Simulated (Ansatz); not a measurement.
(CuSH)4 ring (Cu₄H₄S₄), relaxed as a singlet with RKS r2SCAN-D4/def2-SVP in Ansatz, starting from the GFN2-xTB geometry. Force threshold 0.02 eV/Å.

Start:

| atom | x (Å) | y (Å) | z (Å) |
| --- | --- | --- | --- |
| Cu1 | -0.5710 | 1.7400 | -0.0364 |
| S2 | 0.1824 | 2.3448 | 1.9050 |
| Cu3 | 0.8988 | 0.3270 | 1.5638 |
| S4 | 1.9103 | -1.5838 | 1.7344 |
| Cu5 | 0.5702 | -1.7398 | 0.0364 |
| S6 | -0.5855 | -2.4706 | -1.6471 |
| Cu7 | -0.8985 | -0.3266 | -1.5625 |
| S8 | -1.5077 | 1.7097 | -1.9923 |
| H9 | 1.2657 | 2.9454 | 1.4421 |
| H10 | 1.0688 | -2.0994 | 2.6143 |
| H11 | 0.4096 | -2.4202 | -2.5164 |
| H12 | -2.7430 | 1.5734 | -1.5415 |

Problem. Estimate the energy that the relaxation releases and the steps that it takes.

Solution. 30.6 kJ/mol, in 13 steps; 38 s on 2 threads of AMD EPYC 7R13 on a shared host and a share (18 GiB) of an NVIDIA H100 80GB HBM3. No frequencies were taken in this run, so the end may be a saddle point.

Problem. Does the start keep its bonding and symmetry?

Solution. By distances, no bond broke or formed. The bond that changes most is S2–Cu3, from 2.17 to 2.21 Å (atoms count from 1). Point group D2d at the start, D2d at the end, both within 0.05 Å.

Problem. Predict the relaxed structure.

Solution. 
Cartesian coordinates in Å:
```
Cu -0.551 1.679 -0.036
S -0.656 1.775 2.170
Cu 0.866 0.315 1.507
S 2.466 -1.115 0.978
Cu 0.548 -1.679 0.034
S -1.321 -2.393 -0.905
Cu -0.869 -0.316 -1.510
S -0.489 1.734 -2.245
H 0.183 2.831 2.339
H 2.358 -1.906 2.078
H -0.747 -3.010 -1.971
H -1.787 2.087 -2.439
```
Bond lengths (bridged metal pairs left out): 8 × Cu–S 2.21 Å; 4 × H–S 1.36 Å.
